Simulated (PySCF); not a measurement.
## How methods differ on the excitation energy of Rh+

Rh+ [Kr] 4d8 (3F) → Rh+ [Kr] 4d7 5p1 (high-spin determinant), as a difference of total energies. All numbers are calculated (PySCF 2.14, a scalar-relativistic core potential, in aug-cc-pwCVTZ-PP with ECP28MDF (8s8p7d4f3g, 122 functions)). Correlated levels: valence: 4s2 4p6 frozen; valence and next inner shell: nothing frozen outside the core potential. The calculations carry no spin-orbit coupling.

| method | excitation energy (eV) |
| --- | --- |
| UHF | 5.997 |
| LDA | 7.167 |
| PBE | 7.009 |
| PBE0 | 6.979 |
| r2SCAN | 6.860 |
| wB97M-V | 7.187 |
| M06 | 7.235 |
| B2PLYP | 7.111 |
| MP2 (valence) | 7.225 |
| SCS-MP2 (valence) | 7.459 |
| MP2 (valence and next inner shell) | 7.172 |
| SCS-MP2 (valence and next inner shell) | 7.250 |

Q: How much does correlation contribute at MP2 (valence and next inner shell)?

A: 7.172 − (5.997) = 1.175 eV, measured against UHF.

The determinant of the upper state mixes LS terms, which raises its energy above the lowest term, most at the Hartree-Fock and MP2 levels.
